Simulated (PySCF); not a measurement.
Computed shifts of a molecule C2H8N2Si2, B3LYP/pcSseg-1 run with PySCF, GIAO, gas phase, atoms alike by connectivity averaged where their shifts nearly agree, in ppm (number of nuclei): ¹⁵N: 522.9 (1), 37.5 (1). ²⁹Si: -15.2 (1), -69.6 (1). ¹³C: 203.5 (1), 64.9 (1). ¹H: 8.84 (1), 5.41 (1), 4.19 (3), 4.19 (1), 1.89 (1), 1.49 (1). References: ¹⁵N against NH3 (σ = 265.5 ppm); ²⁹Si against TMS (σ = 338.7 ppm); ¹³C against TMS (σ = 181.3 ppm); ¹H against TMS (σ = 31.68 ppm), references at their B3LYP-D3(BJ)/def2-TZVP geometries, non-relativistic. Geometry: PBE0-D3(BJ)/def2-SVP. Other conformers were not sampled.

Q: Which structure fits?
(A) [SiH3]/N=C\C=N\[SiH3]
(B) CC1=N[Si@@H](N)[SiH2]1
(C) C[Si@]1(N)N=C[SiH2]1
(D) N[Si@@H]1C=N[C@H]1[SiH3]

A: D, N[Si@@H]1C=N[C@H]1[SiH3]
